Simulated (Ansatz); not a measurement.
C2H9NOSi can be A, `CN[SiH2]OC`, or B, `C[Si](C)(N)O`.

Gas-phase electronic energies from Ansatz, PBE0-D4/def2-TZVP geometries. CCSD(T)/CBS is the MP2 limit (def2-TZVPP, def2-QZVPP) plus CCSD(T) − MP2 in def2-TZVPP, frozen cores. Functionals use def2-TZVPP. Each species was taken in one conformer, which may not be the lowest.

(1) Which isomer does CCSD(T)/CBS put lower? Give the gap. (Estimate.)

(2) Give E(B) − E(A) in kJ/mol with CCSD(T)/def2-TZVPP, CCSD/def2-TZVPP, PBE-D4, MP2/def2-TZVPP, HF/def2-TZVPP, ωB97M-V, B2PLYP. (Estimate.)

Largest T1 diagnostic: 0.011.

## Answers

(1) Computed: B, by 194.0 kJ/mol.

(2) Computed: CCSD(T)/def2-TZVPP -188.1, CCSD/def2-TZVPP -186.8, PBE-D4 -186.2, MP2/def2-TZVPP -198.1, HF/def2-TZVPP -167.9, ωB97M-V -192.9, B2PLYP -184.7. None reverses the order clearly.

In def2-TZVPP, CCSD(T) changes the Hartree–Fock value by −20.2 kJ/mol (the triples alone add −1.3 kJ/mol) and MP2 by −30.2 kJ/mol. From PBE to PBE0 (25 % exact exchange), in def2-TZVPP and without D4, E(B) − E(A) moves by −4.1 kJ/mol.
